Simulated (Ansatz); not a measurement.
Compare A (`CN([SiH3])[SiH2]Cl`) with its isomer B (`[SiH3]CN[SiH2]Cl`).

Calculated with Ansatz (gas phase, PBE0-D4/def2-TZVP geometries, no zero-point term in ΔE). CCSD(T)/CBS adds triple-zeta CCSD(T) − MP2 to the extrapolated MP2 energy (def2 sets, frozen cores). Functionals use def2-TZVPP. B3LYP here is the variant with VWN-RPA as its local correlation; programs differ in this. One conformer a species, not always the lowest.

(1) Which isomer does CCSD(T)/CBS put lower? Give the gap. (An estimate is asked.)

(2) Give E(B) − E(A) in kJ/mol with B3LYP, MP2/def2-TZVPP, CCSD/def2-TZVPP, B3LYP-D4, CCSD(T)/def2-TZVPP, PBE-D4, HF/def2-TZVPP. (Best estimate.)

Largest T1 diagnostic: 0.011.

Answers

(1) The calculation gave: A, by 66.5 kJ/mol.

(2) Ansatz gave: B3LYP 59.1, MP2/def2-TZVPP 70.5, CCSD/def2-TZVPP 66.9, B3LYP-D4 64.5, CCSD(T)/def2-TZVPP 67.0, PBE-D4 56.1, HF/def2-TZVPP 68.7. None reverses the order clearly.

The D4 term adds +5.4 kJ/mol with B3LYP and +2.9 kJ/mol with PBE0; it sums over pairs of atoms, weighted by their polarisabilities, and B3LYP, whose exchange is more repulsive, gets the larger term. From PBE to PBE0 (25 % exact exchange), in def2-TZVPP and without D4, E(B) − E(A) moves by +4.1 kJ/mol.
